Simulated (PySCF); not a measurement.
## Spin states and ions at one geometry of WO2Br2

PySCF 2.14.0, RKS B3LYP, W def2-SVP with ECP60, O def2-SVP, Br def2-SVP; non-relativistic Hamiltonian with scalar-relativistic core potentials where named; density fitting; no spin-orbit coupling; singlets restricted, open shells unrestricted. The geometry is relaxed for charge 0, singlet, vacuum:

```xyz
5

W     0.3594    0.3594    0.0000
O     1.5471    0.6131   -1.1959
O     0.6131    1.5471    1.1959
Br   -1.8370    0.6920   -0.9901
Br    0.6920   -1.8370    0.9901
```

Energies count from the relaxed state; an electron taken off or put on is at rest in vacuum. Charges and spins are Mulliken's.

Order these states by energy, lowest first.
A. charge +1, doublet, vacuum
B. charge 0, singlet, vacuum
C. charge 0, triplet, vacuum
D. charge -1, doublet, vacuum

D (-1.54 eV), B (0.00 eV), C (4.14 eV), A (11.27 eV).

How do charge and spin on the first atom follow?


| state | spin squared | charge on W1 (e) | spin on W1 (e) | dipole about the centre of mass (D) |
| --- | --- | --- | --- | --- |
| charge 0, singlet, vacuum | 0.00 | 0.99 | 0.00 | 2.07 |
| charge 0, triplet, vacuum | 2.01 | 0.81 | 0.63 | 3.28 |
| charge +1, doublet, vacuum | 0.76 | 1.06 | -0.17 | 3.50 |
| charge -1, doublet, vacuum | 0.75 | 0.72 | 0.79 | 2.09 |

With an electron taken off (doublet) the charges change, summed by element, by W +0.07 e, O +0.20 e, Br +0.72 e. The vertical ionisation energy is 11.27 eV, against −ε(HOMO) = 9.06 eV of the relaxed state. The level lies 2.2 eV too high, as is usual for semilocal functionals and global hybrids, which keep a self-interaction error.

With an electron put on (doublet) the charges change, summed by element, by W -0.26 e, O -0.27 e, Br -0.46 e. The vertical electron affinity is 1.54 eV, against −ε(LUMO) = 3.64 eV of the relaxed state. The basis has no diffuse functions, which an added electron needs. The added electron's level lies above zero.

Open shells may have lower solutions than those found.
